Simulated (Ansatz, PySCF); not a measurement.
System: GeO$_{2}$, charge 1, multiplicity 2. 
Structure (B3LYP-D3(BJ)/def2-TZVP (Ansatz, an electronic-structure program) minimum search):
```
Ge
O 1 1.6521
O 1 1.6521 2 180.00
```
Charge +1, spin multiplicity 2.

Total electronic energies in hartree. Correlated levels leave the core frozen unless marked. UHF or UKS for open shells. No spin-orbit coupling. The frozen core is the preceding noble-gas configuration, with the filled d and f shells of earlier blocks. No relativistic terms. Basis-set limits of correlation are two-point, X^-3; Hartree-Fock from the larger set. The program attaches cautions to a run behind LC-wPBE/def2-TZVPD: asymmetric forces.

The T1 diagnostic of CCSD in the largest basis is 0.063, which is high, so the coupled-cluster rows are less sure than usual.

```tsv
level	program	energy (Eh)
HF/6-31G	Ansatz	-2224.22964
HF-D3(BJ)/def2-TZVPD	PySCF + dftd3	-2224.72178
RI-HF/cc-pVTZ	Ansatz	-2224.73879
BP86-D3(BJ)/def2-TZVPD	PySCF + dftd3	-2227.33163
B97M-V/def2-TZVPD	Ansatz	-2226.61708
BHLYP-D4/def2-TZVPD	Ansatz + dftd4	-2226.93507
PW6B95-D3(BJ)/def2-TZVPD	PySCF + dftd3	-2228.19920
PW6B95/def2-TZVPD	PySCF	-2228.19835
LC-wPBE/def2-TZVPD	Ansatz	-2226.64594
MP2/aug-cc-pVTZ	Ansatz	-2225.26991
MP2/CBS(cc-pVTZ,cc-pVQZ)	Ansatz	-2225.3397
SCS-MP2/STO-3G	Ansatz	-2199.24307
CCSD(T)/aug-cc-pVTZ	Ansatz	-2225.30901
CCSD(T)/cc-pVQZ	Ansatz	-2225.34796
CCSD(T)/CBS(cc-pVTZ,cc-pVQZ)	Ansatz	-2225.3739
```

Totals of different functionals don't rank their quality; only differences between species are comparable.
